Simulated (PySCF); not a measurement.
A mixed set of molecules. Computed, not measured: TDDFT wB97X-D/def2-SVPD, vertical, gas phase, core orbitals frozen in the response in PySCF 2.14.0, density-fitted response routines. Geometries: GFN2-xTB; one conformer of each isolated species. Triplets are in the Tamm–Dancoff approximation. 'Strongest' means the level of largest summed f among the lowest 8 singlets; it needn't be the same kind of state in each.

Question: Rank by computed lowest singlet excitation energy, lowest first.
A. `C=C1CCCCC1`
B. `C=CO[SiH2]CC(=O)O`
C. `O=C(O)[Si@@H]1C[SiH2][SiH2]O1`
D. `Fc1cccc2cscc12`
E. `C[SiH2]O[SiH2]C`
F. `C=CC(=C)C(C)C`
G. `CSC1=CC1`

Answer: D (3.87 eV), C (4.95 eV), G (5.35 eV), F (5.84 eV), B (6.00 eV), A (7.10 eV), E (7.64 eV).

```json
{"SMILES": "Fc1cccc2cscc12", "S1 (eV)": "3.87", "strongest (eV)": "6.27", "LUMO (eV)": "-0.15", "gap (eV)": "7.58", "f (S1)": "0.083", "f (strongest)": "1.07", "S1 mainly": "H→L (98%)"}
{"SMILES": "O=C(O)[Si@@H]1C[SiH2][SiH2]O1", "S1 (eV)": "4.95", "strongest (eV)": "7.20", "LUMO (eV)": "0.94", "gap (eV)": "10.54", "f (S1)": "0.003", "f (strongest)": "0.07", "S1 mainly": "H→L (76%)"}
{"SMILES": "CSC1=CC1", "S1 (eV)": "5.35", "strongest (eV)": "5.65", "LUMO (eV)": "1.93", "gap (eV)": "9.83", "f (S1)": "0.001", "f (strongest)": "0.21", "S1 mainly": "H→L (74%)"}
{"SMILES": "C=CC(=C)C(C)C", "S1 (eV)": "5.84", "strongest (eV)": "5.84", "LUMO (eV)": "0.97", "gap (eV)": "9.45", "f (S1)": "0.535", "f (strongest)": "0.54", "S1 mainly": "H→L (97%)"}
{"SMILES": "C=CO[SiH2]CC(=O)O", "S1 (eV)": "6.00", "strongest (eV)": "7.15", "LUMO (eV)": "1.69", "gap (eV)": "10.64", "f (S1)": "0.000", "f (strongest)": "0.32", "S1 mainly": "H-1→L (82%)"}
{"SMILES": "C=C1CCCCC1", "S1 (eV)": "7.10", "strongest (eV)": "7.10", "LUMO (eV)": "2.10", "gap (eV)": "10.96", "f (S1)": "0.295", "f (strongest)": "0.29", "S1 mainly": "H→L (87%)"}
{"SMILES": "C[SiH2]O[SiH2]C", "S1 (eV)": "7.64", "strongest (eV)": "8.23", "LUMO (eV)": "2.07", "gap (eV)": "12.12", "f (S1)": "0.015", "f (strongest)": "0.07", "S1 mainly": "H-1→L+1 (48%)"}
```

H and L stand for HOMO and LUMO.

- `Fc1cccc2cscc12`: Löwdin shares by element: HOMO carbon 60% or more (atoms not listed hold the other 40%); LUMO carbon 37% or more, sulfur 20% (atoms not listed hold the other 43%).
- `O=C(O)[Si@@H]1C[SiH2][SiH2]O1`: Löwdin shares by element: HOMO oxygen 55% or more, carbon 14% or more, silicon 9% or more (atoms not listed hold the other 22%); LUMO oxygen 29% or more, carbon 27% or more, silicon 14% or more (atoms not listed hold the other 30%).
- `CSC1=CC1`: Löwdin shares by element: HOMO carbon 49% or more, sulfur 36% (atoms not listed hold the other 16%); LUMO (one of a set within 0.03 eV) sulfur 52%, carbon 20% or more, hydrogen 6% or more (atoms not listed hold the other 22%).
- `C=CC(=C)C(C)C`: Löwdin shares by element: HOMO carbon 85% or more; LUMO carbon 79% or more (atoms not listed hold the other 21%).
- `C=CO[SiH2]CC(=O)O`: Löwdin shares by element: HOMO carbon 63% or more, oxygen 23% or more; LUMO carbon 44% or more, oxygen 35% or more (atoms not listed hold the other 21%).
- `C=C1CCCCC1`: Löwdin shares by element: HOMO carbon 79% or more (atoms not listed hold the other 21%); LUMO carbon 47% or more (atoms not listed hold the other 53%).
- `C[SiH2]O[SiH2]C`: Löwdin shares by element: HOMO carbon 31%, oxygen 28%, silicon 10% or more (atoms not listed hold the other 30%); LUMO silicon 47%, carbon 16% (atoms not listed hold the other 37%).
